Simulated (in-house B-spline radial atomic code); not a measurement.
Values are calculated unless marked as measured or tabulated.
Correlation energy from the adiabatic connection: ω²r²/2, ω = 2.81

Two electrons in a singlet, external potential ω²r²/2, ω = 2.81 (atomic units). Full CI in B-splines (partial waves to l = 8, correlation up to 0.6 % small) with the density held fixed gives W(λ) = <V_ee>_λ − U, and E_c is the integral of W(λ) − W(0) from 0 to 1.

```json
{"λ": "0", "W(λ) − W(0) (hartree)": "0.00000"}
{"λ": "0.02", "W(λ) − W(0) (hartree)": "-0.00199"}
{"λ": "0.05", "W(λ) − W(0) (hartree)": "-0.00495"}
{"λ": "0.12", "W(λ) − W(0) (hartree)": "-0.01173"}
{"λ": "0.25", "W(λ) − W(0) (hartree)": "-0.02386"}
{"λ": "0.4", "W(λ) − W(0) (hartree)": "-0.03717"}
{"λ": "0.6", "W(λ) − W(0) (hartree)": "-0.05384"}
{"λ": "0.8", "W(λ) − W(0) (hartree)": "-0.06937"}
{"λ": "1", "W(λ) − W(0) (hartree)": "-0.08387"}
```

Task: Integrate the table by the trapezoid rule.

Result: The strips give -0.00002, -0.00010, -0.00058, -0.00231, -0.00458, -0.00910, -0.01232, -0.01532, which sum to -0.04434 hartree. The direct value, W(1) − W(0) + T_c with T_c = 0.03946, is -0.04442; the curve is convex, so chords lie above it and the trapezoids fall short in size by 0.16 %.

Task: Now use only three numbers: W(0) = -1.2842, the initial slope W'(0) = -0.09992 (extrapolated from the first points) and the strong-coupling limit of the point-charge-plus-continuum model, W∞ = -1.7547. What do second-order theory and the interpolation W(λ) = W∞ + (W(0) − W∞)/√(1 + 2χλ) of Seidl, Perdew and Levy give?

Result: Second order keeps the slope alone: E_c = W'(0)/2 = -0.04996, +12 % in size against -0.04442. Matching the slope fixes χ = W'(0)/(W∞ − W(0)) = -0.09992/(-0.47050) = 0.21237. Integrating, with s = √(1 + 2χ) = 1.193625, E_c = −(W(0) − W∞)(s − 1)/(s + 1) = −0.47050 × 0.193625/2.193625 = -0.04153 hartree, -6.5 % in size against the full result. At λ = 1 the formula gives W − W(0) = -0.07632 against -0.08387. Part of the miss can come from the model's W∞.
